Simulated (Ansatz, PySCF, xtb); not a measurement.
Complex: hydrogen isocyanide (SMILES [C-]#[NH+]) (first 3 atoms) with hydrogen isocyanide (SMILES [C-]#[NH+]); geometry from B3LYP-D3(BJ)/def2-TZVP, rigid monomers moved along the line of their centres of mass till H3···C4 is 3.70 Å.
(charge 0, multiplicity 1):
```xyz
6

C     -0.21659     0.39364    -1.13054
N     -0.11584     0.33019     0.02628
H     -0.02788     0.27470     1.03612
C      0.29092     0.07449     4.71280
N      0.39109     0.01222     5.86537
H      0.47752    -0.04145     6.85879
```

Monomers are frozen at their geometry in the pair; levels with a basis set take the counterpoise correction. Rows marked so take none.

Correlated levels freeze the cores. CBS: X⁻³ extrapolation of the correlation energy, Hartree–Fock from the larger set. Rows in 6-311+G**, 6-31G* carry no dispersion term and start afresh at each structure (6-31G* with six Cartesian d functions). MP2/6-31G* freezes PySCF's default core.

The values were computed with Ansatz (a first-principles code) with Gaussian orbitals; PySCF for 6-311+G** rows, 6-31G* rows, the dispersion terms; xtb for the GFN methods. Values without a source in brackets are computed.

| level | interaction energy (kcal/mol) |
|---|---|
| GFN-FF | -0.34 |
| HF/aug-cc-pVDZ | -2.10 |
| r2SCAN-D3(BJ)/def2-TZVPPD | -2.35 |
| r2SCAN-D4/def2-TZVPPD | -2.33 |
| B3LYP/6-31G* | -2.14 |
| B3LYP/6-311+G** (no counterpoise) | ? |
| PBE0-D3(BJ)/def2-TZVPPD | -2.41 |
| MP2/6-31G* (no counterpoise) | ? |
| CCSD(T)/CBS(aug-cc-pVDZ, aug-cc-pVTZ) | -2.41 |

Question: Complete the blanks.

Answer: 
- B3LYP/6-311+G** (no counterpoise), interaction energy (kcal/mol): -2.19
- MP2/6-31G* (no counterpoise), interaction energy (kcal/mol): -2.78
